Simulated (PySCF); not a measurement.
PySCF input (B3PW91/6-31G* (5d)):

```python
from pyscf import gto, dft

mol = gto.M(
    atom='''
    N    -1.10139600    0.28069552    0.24706094
    C     0.04274511   -0.02393513   -0.00078960
    O     1.14816135   -0.19903996   -0.32068421
    H    -1.73198952   -0.22893827    0.84078472
    ''',
    basis='6-31g*',
    charge=0,
    spin=0,
    verbose=4,
)

mf = dft.RKS(mol, xc='b3pw91')
mf.grids.level = 3
mf.conv_tol = 1e-9
mf.max_cycle = 100
mf.max_memory = 1500
mf.kernel()
if not mf.converged:
    mf = mf.newton()
    mf.kernel(mf.make_rdm1())
mf.dip_moment()
```

### Question
Predict the final energy.

### Answer
-168.60793 Eh.
